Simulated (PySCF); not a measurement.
PySCF input file for Sb(F)2(Et) (C₂H₅F₂Sb), SMILES C[CH2][Sb]([F])[F], PBE-D3(BJ)/def2-SVP. Geometry: PBE-D3(BJ)/def2-SVP. The structure was generated by enumeration; whether it is a known compound was not checked. The def2 effective core potentials stand for the cores of Sb; spin–orbit coupling is left out. The values are those of a single conformer.

```python
import numpy as np
from pyscf import gto, scf, dft, df
from pyscf.hessian import thermo

mol = gto.M(
    atom='''
    Sb    0.57950264   -0.28059709   -0.00000000
    F     0.30906910    1.00715904   -1.45733428
    F     0.30906912    1.00715905    1.45733427
    C    -1.53109926   -0.85941735    0.00000001
    C    -2.43137630    0.37446357    0.00000000
    H    -1.68385365   -1.50146907    0.89450033
    H    -1.68385366   -1.50146907   -0.89450031
    H    -2.23519482    1.00068670   -0.89268802
    H    -2.23519480    1.00068671    0.89268803
    H    -3.50492808    0.09287619    0.00000001
    ''',
    basis='def2-SVP',
    ecp={'Sb': 'def2-svp'},
    charge=0,
    spin=0,
    max_memory=1600,
    verbose=3,
)
mf = dft.RKS(mol, xc='pbe').density_fit(auxbasis='def2-universal-jkfit')
mf.disp = 'd3bj'
mf.grids.level = 3
mf.conv_tol = 1e-11
mf.max_cycle = 100
mf.kernel()

# analytic Hessian; the response equations are solved on a coarser grid
h, args, fine = mf.Hessian(), (mf.mo_energy, mf.mo_coeff, mf.mo_occ), mf.grids
h.max_memory = max(150, 2.5e-5 * df.make_auxmol(mol, mf.with_df.auxbasis).nao * mol.nelec[0] * (mol.nelec[0] + mol.nao))  # MB; small integral blocks
h1ao = h.make_h1(mf.mo_coeff, mf.mo_occ)
mf.grids = dft.Grids(mol).set(level=1).build(with_non0tab=True)
mo1, mo_e1 = h.solve_mo1(*args, h1ao)
mf.grids = fine
hess = h.hess_elec(*args, mo1, mo_e1, h1ao) + h.hess_nuc()
if mf.do_disp():
    hess += h.get_dispersion()
for i in range(mol.natm):  # the analytic DFT Hessian lacks the response of the grid: restore translational invariance
    hess[i, i] -= hess[i].sum(axis=0)
hess = (hess + hess.transpose(1, 0, 3, 2)) / 2
vib = thermo.harmonic_analysis(mol, hess, imaginary_freq=False)
thermo.dump_normal_mode(mol, vib)
th = thermo.thermo(mf, vib['freq_au'][vib['freq_au'] > 0], 298.15, 101325)
thermo.dump_thermo(mol, th)
g0 = mf.nuc_grad_method().set(verbose=0).kernel()

# dipole derivatives [dipole axis, atom, xyz] from the same response
r, irp = mol.intor('int1e_r'), mol.intor('int1e_irp').reshape(3, 3, mol.nao, mol.nao)
sl, dm0, ok = mol.aoslice_by_atom(), np.array(mf.make_rdm1()), []
dmu = np.einsum('a,xt->xat', mol.atom_charges(), np.eye(3))
for a, (_, _, p0, p1) in enumerate(sl):
    dmu[:, a] += 2 * np.einsum('xtij,ij->xt', irp[:, :, :, p0:p1], dm0.reshape(-1, mol.nao, mol.nao).sum(0)[:, p0:p1])
    for u, c, occ, f in [(mo1, mf.mo_coeff, mf.mo_occ, 4)]:
        dmu[:, a] -= f * np.einsum('tui,xuv,vi->xt', u[a], r, c[:, occ > 0], optimize=True)
L = vib['norm_mode']
ir = 974.8801 * (np.einsum('xat,kat->kx', dmu, L) ** 2).sum(1)       # km/mol
apt = np.einsum('xax->a', dmu) / 3
print('mode   freq/cm-1   IR/(km/mol)')
for k, w in enumerate(vib['freq_wavenumber']):
    print(f'{k + 1:4d} {w:11.2f} {ir[k]:13.3f}')
print('max |gradient| / (hartree/bohr):', abs(g0).max())
print('APT charges:', apt.round(4))
```

It prints:

```
converged SCF energy = -518.691118008162

WARN: DFTD3 does not support analytical Hessian, using finite difference


WARN: Mole.unit (angstrom) is changed to Bohr

Mode                                 0                   1                   2
Irrep
Freq [cm^-1]                       60.3097            144.8499            150.9751
Reduced mass [au]                   2.3517              2.7473              6.3655
Force const [Dyne/A]                0.0050              0.0340              0.0855
Char temp [K]                      86.7722            208.4067            217.2195
Normal mode                   x     y     z       x     y     z       x     y     z
       0  Sb                -0.00 -0.00  0.00    0.00  0.00  0.02    0.02  0.01 -0.00
       1   F                 0.06 -0.04 -0.04   -0.11 -0.03  0.01   -0.11 -0.06 -0.04
       2   F                -0.06  0.04 -0.04    0.11  0.03  0.01   -0.11 -0.06  0.04
       3   C                -0.00  0.00 -0.09    0.00  0.00 -0.09    0.02  0.01  0.00
       4   C                -0.00 -0.00  0.15    0.00  0.00 -0.05    0.11  0.08  0.00
       5   H                -0.01 -0.19 -0.23   -0.09 -0.12 -0.19   -0.02  0.03  0.00
       6   H                 0.01  0.19 -0.23    0.09  0.12 -0.19   -0.02  0.03 -0.00
       7   H                 0.00  0.17  0.27    0.17  0.15  0.09    0.17  0.07 -0.00
       8   H                -0.00 -0.17  0.27   -0.17 -0.15  0.09    0.17  0.07  0.00
       9   H                -0.00 -0.00  0.09    0.00  0.00 -0.30    0.09  0.17  0.00
Mode                                 3                   4                   5
Irrep
Freq [cm^-1]                      190.8986            235.8316            286.0561
Reduced mass [au]                  12.1782              1.2381              4.5852
Force const [Dyne/A]                0.2615              0.0406              0.2211
Char temp [K]                     274.6605            339.3092            411.5711
Normal mode                   x     y     z       x     y     z       x     y     z
       0  Sb                 0.00 -0.03 -0.00    0.00 -0.00  0.01   -0.04  0.01  0.00
       1   F                -0.04  0.08  0.11   -0.03 -0.01  0.01    0.05  0.01 -0.03
       2   F                -0.04  0.08 -0.11    0.03  0.01  0.01    0.05  0.01  0.03
       3   C                 0.01 -0.02  0.00   -0.00  0.00 -0.10    0.04 -0.11 -0.00
       4   C                 0.07  0.02  0.00    0.00  0.00 -0.01    0.16 -0.03  0.00
       5   H                -0.01 -0.02  0.00   -0.02 -0.07 -0.16    0.04 -0.10  0.01
       6   H                -0.01 -0.02 -0.00    0.02  0.07 -0.16    0.04 -0.10 -0.01
       7   H                 0.11  0.01  0.00   -0.38 -0.20 -0.22    0.24 -0.05  0.00
       8   H                 0.11  0.01 -0.00    0.38  0.20 -0.22    0.24 -0.05 -0.00
       9   H                 0.05  0.08 -0.00    0.00  0.00  0.52    0.12  0.11  0.00
Mode                                 6                   7                   8
Irrep
Freq [cm^-1]                      470.7480            593.1587            599.5399
Reduced mass [au]                   3.5780             18.9901             21.2811
Force const [Dyne/A]                0.4672              3.9366              4.5069
Char temp [K]                     677.3015            853.4233            862.6045
Normal mode                   x     y     z       x     y     z       x     y     z
       0  Sb                 0.02  0.01  0.00    0.00 -0.00 -0.03    0.01 -0.03  0.00
       1   F                 0.01 -0.00 -0.00    0.02 -0.10  0.11   -0.02  0.10 -0.11
       2   F                 0.01 -0.00  0.00   -0.02  0.10  0.11   -0.02  0.10  0.11
       3   C                -0.20 -0.13  0.00   -0.00 -0.00 -0.01   -0.01 -0.00  0.00
       4   C                -0.03  0.01  0.00   -0.00  0.00 -0.00   -0.01  0.00  0.00
       5   H                -0.25 -0.10  0.01    0.02  0.03  0.02   -0.00 -0.00  0.00
       6   H                -0.25 -0.10 -0.01   -0.02 -0.03  0.02   -0.00 -0.00 -0.00
       7   H                 0.09 -0.02  0.00   -0.01  0.03  0.02    0.00 -0.00  0.00
       8   H                 0.09 -0.02 -0.00    0.01 -0.03  0.02    0.00 -0.00 -0.00
       9   H                -0.09  0.23  0.00   -0.00 -0.00 -0.01   -0.00 -0.01  0.00
Mode                                 9                  10                  11
Irrep
Freq [cm^-1]                      660.3964            909.3103            929.4352
Reduced mass [au]                   1.2499              1.0915              1.1810
Force const [Dyne/A]                0.3212              0.5317              0.6011
Char temp [K]                     950.1634           1308.2950           1337.2503
Normal mode                   x     y     z       x     y     z       x     y     z
       0  Sb                -0.00 -0.00 -0.01   -0.00  0.00 -0.00    0.00 -0.00 -0.00
       1   F                 0.01 -0.00  0.01    0.00  0.00 -0.00   -0.00 -0.00  0.00
       2   F                -0.01  0.00  0.01   -0.00 -0.00 -0.00   -0.00 -0.00 -0.00
       3   C                 0.00  0.00  0.13   -0.00  0.00  0.05    0.03 -0.01  0.00
       4   C                 0.00 -0.00  0.00    0.00 -0.00 -0.06   -0.11  0.01 -0.00
       5   H                -0.26 -0.43 -0.23   -0.50  0.10  0.03    0.41 -0.11  0.00
       6   H                 0.26  0.43 -0.23    0.50 -0.10  0.03    0.41 -0.11 -0.00
       7   H                 0.10 -0.23 -0.13   -0.20  0.34  0.13    0.24 -0.02  0.05
       8   H                -0.10  0.23 -0.13    0.20 -0.34  0.13    0.24 -0.02 -0.05
       9   H                 0.00 -0.00 -0.08    0.00 -0.00  0.23   -0.25  0.54  0.00
Mode                                12                  13                  14
Irrep
Freq [cm^-1]                     1024.0453           1161.3196           1195.0802
Reduced mass [au]                   3.3594              1.4417              1.2899
Force const [Dyne/A]                2.0757              1.1456              1.0855
Char temp [K]                    1473.3731           1670.8803           1719.4544
Normal mode                   x     y     z       x     y     z       x     y     z
       0  Sb                -0.00  0.00 -0.00   -0.00  0.00 -0.00   -0.00  0.00  0.00
       1   F                 0.00  0.00 -0.00    0.00  0.00 -0.00   -0.00 -0.00 -0.00
       2   F                 0.00  0.00  0.00    0.00  0.00  0.00    0.00  0.00 -0.00
       3   C                 0.10 -0.16  0.00    0.14  0.01 -0.00    0.00  0.00  0.08
       4   C                -0.05  0.16 -0.00   -0.07 -0.05  0.00   -0.00 -0.00 -0.11
       5   H                -0.01 -0.15 -0.01   -0.49  0.03 -0.08    0.39 -0.30 -0.06
       6   H                -0.01 -0.15  0.01   -0.49  0.03  0.08   -0.39  0.30 -0.06
       7   H                -0.23  0.19 -0.02    0.17 -0.01  0.07   -0.10  0.30  0.08
       8   H                -0.23  0.19  0.02    0.17 -0.01 -0.07    0.10 -0.30  0.08
       9   H                 0.01 -0.08 -0.00   -0.15  0.29 -0.00   -0.00  0.00  0.23
Mode                                15                  16                  17
Irrep
Freq [cm^-1]                     1334.2834           1377.5931           1413.4678
Reduced mass [au]                   1.2002              1.1156              1.0323
Force const [Dyne/A]                1.2589              1.2474              1.2152
Char temp [K]                    1919.7368           1982.0497           2033.6654
Normal mode                   x     y     z       x     y     z       x     y     z
       0  Sb                -0.00  0.00 -0.00    0.00  0.00  0.00    0.00  0.00 -0.00
       1   F                 0.00 -0.00  0.00   -0.00 -0.00 -0.00    0.00 -0.00  0.00
       2   F                 0.00 -0.00 -0.00   -0.00 -0.00  0.00   -0.00  0.00  0.00
       3   C                 0.00  0.01 -0.00   -0.02  0.08 -0.00   -0.00  0.00 -0.02
       4   C                -0.08  0.09 -0.00    0.04 -0.02  0.00    0.00 -0.00 -0.04
       5   H                -0.03 -0.13 -0.10   -0.02 -0.51 -0.40   -0.04  0.05  0.00
       6   H                -0.03 -0.13  0.10   -0.02 -0.51  0.40    0.04 -0.05  0.00
       7   H                 0.39 -0.28 -0.15   -0.11  0.07  0.02    0.50 -0.06  0.04
       8   H                 0.39 -0.28  0.15   -0.11  0.07 -0.02   -0.50  0.06  0.04
       9   H                 0.10 -0.51  0.00    0.01  0.07 -0.00    0.00  0.00  0.67
Mode                                18                  19                  20
Irrep
Freq [cm^-1]                     1432.8540           2971.3560           2974.2675
Reduced mass [au]                   1.0439              1.0396              1.0561
Force const [Dyne/A]                1.2628              5.4078              5.5046
Char temp [K]                    2061.5579           4275.1198           4279.3088
Normal mode                   x     y     z       x     y     z       x     y     z
       0  Sb                -0.00 -0.00  0.00   -0.00 -0.00 -0.00    0.00 -0.00  0.00
       1   F                -0.00  0.00  0.00   -0.00  0.00 -0.00    0.00  0.00 -0.00
       2   F                -0.00  0.00 -0.00   -0.00  0.00  0.00    0.00  0.00  0.00
       3   C                 0.02  0.01 -0.00   -0.01 -0.02 -0.00   -0.01 -0.06 -0.00
       4   C                 0.03  0.04  0.00    0.04 -0.03 -0.00   -0.01  0.02  0.00
       5   H                -0.03  0.02 -0.00    0.04  0.15 -0.22    0.08  0.35 -0.52
       6   H                -0.03  0.02  0.00    0.04  0.15  0.22    0.08  0.35  0.52
       7   H                -0.25 -0.45 -0.39    0.09  0.24 -0.36   -0.04 -0.13  0.18
       8   H                -0.25 -0.45  0.39    0.09  0.24  0.36   -0.04 -0.13 -0.18
       9   H                -0.06  0.34  0.00   -0.62 -0.18 -0.00    0.22  0.06  0.00
Mode                                21                  22                  23
Irrep
Freq [cm^-1]                     3032.4780           3059.5785           3078.4156
Reduced mass [au]                   1.1044              1.1027              1.1037
Force const [Dyne/A]                5.9838              6.0819              6.1625
Char temp [K]                    4363.0607           4402.0522           4429.1546
Normal mode                   x     y     z       x     y     z       x     y     z
       0  Sb                -0.00 -0.00 -0.00   -0.00  0.00  0.00    0.00  0.00  0.00
       1   F                -0.00 -0.00  0.00    0.00 -0.00 -0.00   -0.00  0.00 -0.00
       2   F                 0.00  0.00  0.00    0.00 -0.00  0.00    0.00 -0.00 -0.00
       3   C                 0.00  0.00 -0.09    0.00  0.00  0.00   -0.00 -0.00  0.02
       4   C                 0.00  0.00  0.01    0.07  0.06  0.00   -0.00 -0.00  0.09
       5   H                -0.10 -0.38  0.53   -0.01 -0.03  0.04    0.01  0.07 -0.09
       6   H                 0.10  0.38  0.53   -0.01 -0.03 -0.04   -0.01 -0.07 -0.09
       7   H                 0.02  0.06 -0.09   -0.07 -0.26  0.39    0.12  0.37 -0.53
       8   H                -0.02 -0.06 -0.09   -0.07 -0.26 -0.39   -0.12 -0.37 -0.53
       9   H                -0.00 -0.00  0.00   -0.64 -0.17  0.00    0.00  0.00  0.02
temperature 298.1500 [K]
pressure 101325.00 [Pa]
Rotational constants [GHz] 3.39004 2.15787 1.99785
Symmetry number 1
Zero-point energy (ZPE) 0.06672 [Eh]   175170.666 [J/mol]
                           tot       elec      trans        rot        vib
Entropy [J/mol/K]       364.058      0.000    174.107    115.012     74.938
Cv [J/mol/K]             98.601      0.000     12.472     12.472     73.658
Cp [J/mol/K]            106.916      0.000     20.786     12.472     73.658
Internal energy [J/mol]                      3718.434   3718.434 187062.714
Internal energy [Eh]   -518.61704  -518.69112
Enthalpy [J/mol]                             6197.391   3718.434 187062.714
Enthalpy [Eh]          -518.61609
Gibbs free energy [J/mol]                  -45712.702 -30572.495 164719.958
Gibbs free energy [Eh] -518.65743
mode   freq/cm-1   IR/(km/mol)
   1       60.31         0.394
   2      144.85         0.030
   3      150.98         9.406
   4      190.90         7.330
   5      235.83         0.014
   6      286.06        11.615
   7      470.75        13.653
   8      593.16        55.072
   9      599.54        43.272
  10      660.40         9.008
  11      909.31         1.188
  12      929.44        14.384
  13     1024.05        12.876
  14     1161.32         6.454
  15     1195.08         0.231
  16     1334.28         3.357
  17     1377.59         1.533
  18     1413.47         9.307
  19     1432.85         4.477
  20     2971.36        30.187
  21     2974.27        11.175
  22     3032.48         6.512
  23     3059.58         7.142
  24     3078.42         6.768
max |gradient| / (hartree/bohr): 0.00010768390732936177
APT charges: [ 1.1863 -0.5201 -0.5201 -0.0824 -0.0395 -0.0275 -0.0275  0.0257  0.0257
 -0.0209]
```

The run converged.
